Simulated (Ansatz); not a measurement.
Al7P8H22⁺, a nanocrystal cut from wurtzite AlP (hydrogen-capped). Total charge 1; triplet. Geometry PBE-D4/def2-SVP, that of the charge +1 singlet; atoms count from 1.

```
atom   x (Å)   y (Å)   z (Å)
 Al1  -2.107  -1.334  -3.709
  P2  -1.438  -3.243  -2.337
  P3  -1.756   0.438  -2.068
 Al4  -1.997   0.131   0.296
 Al5   0.550  -2.843  -1.047
  P6  -0.363  -1.598   0.788
  P7  -1.127   2.037   1.460
 Al8  -0.760   2.101   3.872
 Al9   1.191  -1.205   2.572
 P10  -0.274  -0.268   4.231
Al11   0.386   0.975  -2.942
 P12   1.587  -1.065  -2.350
 P13   1.350   2.610  -1.422
Al14   1.087   2.755   0.991
 P15   2.320   0.800   1.775
 H16  -3.579  -1.446  -4.297
 H17  -0.734  -1.218  -4.562
 H18  -2.421  -3.762  -1.439
 H19  -1.235  -4.392  -3.162
 H20  -2.614   1.520  -2.445
 H21  -3.455  -0.312   0.757
 H22   1.536  -4.039  -0.702
 H23  -1.170  -2.620   1.393
 H24  -1.973   3.148   1.146
 H25  -1.974   2.649   4.738
 H26   0.774   2.623   3.920
 H27   2.182  -2.387   2.954
 H28  -1.399  -1.143   4.337
 H29   0.304  -0.460   5.524
 H30   0.560   1.442  -4.448
 H31   2.151  -1.627  -3.536
 H32   2.805  -0.731  -1.674
 H33   0.761   3.835  -1.871
 H34   2.703   2.897  -1.793
 H35   1.626   4.147   1.529
 H36   3.237   0.368   0.764
 H37   3.269   1.220   2.756
```

Single mean-field runs in def2-TZVP are fitted with def2-universal-jkfit. At PBE0-D4/def2-TZVP a singlet of charge 1 lies 4.75 eV below the triplet at the same geometry.

**Question.** Estimate the Mulliken populations of the heavy atoms from the PBE0/def2-TZVP orbitals of Ansatz.

**Answer.** 
```tsv
atom	charge (e)	spin (α − β)
Al1	0.28	0.05
P2	-0.24	0.02
P3	-0.25	0.23
Al4	0.24	0.11
Al5	0.35	0.00
P6	-0.38	0.18
P7	-0.25	0.23
Al8	0.28	0.06
Al9	0.35	0.00
P10	-0.24	0.02
Al11	0.26	0.11
P12	-0.29	0.10
P13	-0.20	0.12
Al14	0.26	0.11
P15	-0.29	0.10
```
Mulliken values depend strongly on the basis.

**Question.** Where does the spin sit?

**Answer.** Summed by element: Al 0.45, P 1.01, H 0.54, of 2 unpaired in all. Largest on single atoms: P7 0.23, P3 0.23, P6 0.18.

**Question.** And the Mayer bond orders between heavy atoms (over 0.3)?

**Answer.** Al1–P2 0.70 (2.45 Å); Al1–P3 0.61 (2.44 Å); P2–Al5 0.75 (2.40 Å); P3–Al4 0.74 (2.40 Å); P3–Al11 0.79 (2.37 Å); Al4–P6 0.82 (2.43 Å); Al4–P7 0.74 (2.40 Å); Al5–P6 0.77 (2.40 Å); Al5–P12 0.75 (2.44 Å); P6–Al9 0.77 (2.40 Å); P7–Al8 0.61 (2.44 Å); P7–Al14 0.79 (2.37 Å); Al8–P10 0.70 (2.45 Å); Al9–P10 0.75 (2.40 Å); Al9–P15 0.75 (2.44 Å); Al11–P12 0.79 (2.44 Å); Al11–P13 0.71 (2.43 Å); P13–Al14 0.71 (2.43 Å); Al14–P15 0.79 (2.44 Å).
